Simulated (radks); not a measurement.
Results of a calculation; reference values are marked as such.
F+, 8 electrons, occupied as [He] 2s2 2p3 4p1 (not the ground configuration). Level of theory: non-relativistic Kohn-Sham, PBE, spin-unpolarised, spherical densities, point nucleus (a radial shooting solver on a logarithmic mesh with Libxc functionals).

Normalised radial functions P(r) = r R(r), r in bohr:

| r | 1s | 2s | 4p |
|---|---|---|---|
| 0.0083 | 0.3987 | 0.1020 | 0.0003 |
| 0.009509 | 0.4518 | 0.1156 | 0.0004 |
| 0.01081 | 0.5075 | 0.1298 | 0.0005 |
| 0.01238 | 0.5733 | 0.1466 | 0.0006 |
| 0.01419 | 0.6462 | 0.1652 | 0.0008 |
| 0.01612 | 0.7218 | 0.1844 | 0.0011 |
| 0.01847 | 0.8096 | 0.2067 | 0.0014 |
| 0.02116 | 0.9054 | 0.2309 | 0.0018 |
| 0.02405 | 1.0027 | 0.2555 | 0.0023 |
| 0.02756 | 1.1132 | 0.2832 | 0.0029 |
| 0.03132 | 1.2232 | 0.3105 | 0.0037 |
| 0.03588 | 1.3453 | 0.3406 | 0.0048 |
| 0.04111 | 1.4709 | 0.3709 | 0.0061 |
| 0.04672 | 1.5901 | 0.3991 | 0.0077 |
| 0.05353 | 1.7145 | 0.4273 | 0.0098 |
| 0.06133 | 1.8328 | 0.4525 | 0.0125 |
| 0.0697 | 1.9340 | 0.4718 | 0.0156 |
| 0.07986 | 2.0256 | 0.4854 | 0.0196 |
| 0.09149 | 2.0947 | 0.4896 | 0.0245 |
| 0.104 | 2.1337 | 0.4823 | 0.0300 |
| 0.1191 | 2.1415 | 0.4599 | 0.0369 |
| 0.1365 | 2.1098 | 0.4194 | 0.0451 |
| 0.1551 | 2.0408 | 0.3624 | 0.0540 |
| 0.1777 | 1.9248 | 0.2796 | 0.0647 |
| 0.2036 | 1.7670 | 0.1730 | 0.0766 |
| 0.2314 | 1.5853 | 0.0513 | 0.0887 |
| 0.2651 | 1.3658 | -0.0986 | 0.1020 |
| 0.3038 | 1.1312 | -0.2650 | 0.1153 |
| 0.3452 | 0.9096 | -0.4304 | 0.1270 |
| 0.3955 | 0.6873 | -0.6063 | 0.1376 |
| 0.4496 | 0.5015 | -0.7621 | 0.1446 |
| 0.515 | 0.3372 | -0.9051 | 0.1475 |
| 0.5901 | 0.2109 | -1.0120 | 0.1440 |
| 0.6707 | 0.1257 | -1.0703 | 0.1334 |
| 0.7684 | 0.0662 | -1.0807 | 0.1131 |
| 0.8803 | 0.0313 | -1.0373 | 0.0827 |
| 1 | 0.0139 | -0.9517 | 0.0449 |
| 1.146 | 0.0051 | -0.8238 | -0.0040 |
| 1.313 | 0.0016 | -0.6730 | -0.0597 |
| 1.493 | 0.0005 | -0.5256 | -0.1150 |
| 1.71 | 0.0001 | -0.3786 | -0.1717 |
| 1.959 | 0.0000 | -0.2530 | -0.2197 |
| 2.227 | 0.0000 | -0.1604 | -0.2498 |
| 2.551 | 0.0000 | -0.0901 | -0.2578 |
| 2.923 | 0.0000 | -0.0455 | -0.2346 |
| 3.322 | 0.0000 | -0.0214 | -0.1814 |
| 3.806 | 0.0000 | -0.0084 | -0.0928 |
| 4.36 | 0.0000 | -0.0028 | 0.0214 |
| 4.955 | 0.0000 | -0.0008 | 0.1417 |
| 5.677 | 0.0000 | -0.0002 | 0.2685 |
| 6.453 | 0.0000 | 0.0000 | 0.3669 |
| 7.393 | 0.0000 | 0.0000 | 0.4231 |
| 8.47 | 0.0000 | 0.0000 | 0.4191 |
| 9.626 | 0.0000 | 0.0000 | 0.3571 |
| 11.03 | 0.0000 | 0.0000 | 0.2586 |
| 12.64 | 0.0000 | 0.0000 | 0.1619 |
| 14.36 | 0.0000 | 0.0000 | 0.0899 |
| 16.45 | 0.0000 | 0.0000 | 0.0404 |
| 18.85 | 0.0000 | 0.0000 | 0.0150 |
| 21.42 | 0.0000 | 0.0000 | 0.0049 |
| 24.54 | 0.0000 | 0.0000 | 0.0012 |

1s: eigenvalue -705.04 eV, 0 radial nodes, <r> = 0.176 bohr, 90 % of the charge inside 0.316 bohr. 2s: eigenvalue -63.557 eV, 1 radial node at r = 0.243 bohr, <r> = 0.920 bohr, 90 % of the charge inside 1.45 bohr. 4p: eigenvalue -3.903 eV, 2 radial nodes at r = 1.13, 4.26 bohr, <r> = 7.89 bohr, 90 % of the charge inside 11.2 bohr.
